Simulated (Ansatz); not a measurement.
Two isomers of CH4S2Si: A = `C[SiH]1SS1`, B = `S=C[SiH2]S`.

Computed with Ansatz on PBE0-D4/def2-TZVP structures; ΔE is electronic, products minus reactants. CBS: MP2 limit from def2 TZ/QZ plus the TZ coupled-cluster correction, frozen cores. DFT in def2-TZVPP. B3LYP here is the variant with VWN-RPA as its local correlation; programs differ in this. One conformer a species, not always the lowest.

A:

Z-matrix (Å, degrees):
```
C
Si 1 1.850
H 1 1.093 2 110.3
H 1 1.093 2 110.3 3 119.3
H 1 1.091 2 109.9 3 -120.3
S 2 2.100 1 119.7 3 156.8
S 2 2.100 1 119.7 3 84.5
H 2 1.479 1 113.9 3 -59.4
```

B:

Z-matrix (Å, degrees):
```
Si
C 1 1.877
S 1 2.136 2 109.2
H 1 1.485 2 110.2 3 114.0
H 1 1.480 2 108.4 3 -123.1
S 2 1.611 1 122.6 3 113.8
H 2 1.095 1 118.1 3 -64.0
H 3 1.344 1 94.1 2 -63.7
```

Q: Which isomer does CCSD(T)/CBS put lower? Give the gap. (Estimate.)

A: Computed: A, by 32.0 kcal/mol.

Q: Give E(B) − E(A) in kcal/mol with HF/def2-TZVPP, B3LYP-D4, BLYP-D4, MP2/def2-TZVPP, B3LYP, CCSD(T)/def2-TZVPP, r2SCAN-D4. (Estimate.)

A: Ansatz gave: HF/def2-TZVPP 27.1, B3LYP-D4 30.5, BLYP-D4 28.5, MP2/def2-TZVPP 33.0, B3LYP 30.0, CCSD(T)/def2-TZVPP 29.5, r2SCAN-D4 35.2. None reverses the order clearly.

Q: Does the order hold for the free energy at 298.15 K (harmonic terms from PBE0-D4)? (Estimate.)

A: Ansatz gave: Yes: G(B) − G(A) = +27.3 kcal/mol, for one conformer each. Modes under 60 cm⁻¹, often nearly free rotors, make the harmonic entropy too high.

Largest T1 diagnostic: 0.014.

At CCSD(T), def2-SVP lies −9.7 kcal/mol from the extrapolated value and def2-TZVPP −2.5 kcal/mol. From PBE to PBE0 (25 % exact exchange), in def2-TZVPP and without D4, E(B) − E(A) moves by +1.7 kcal/mol.
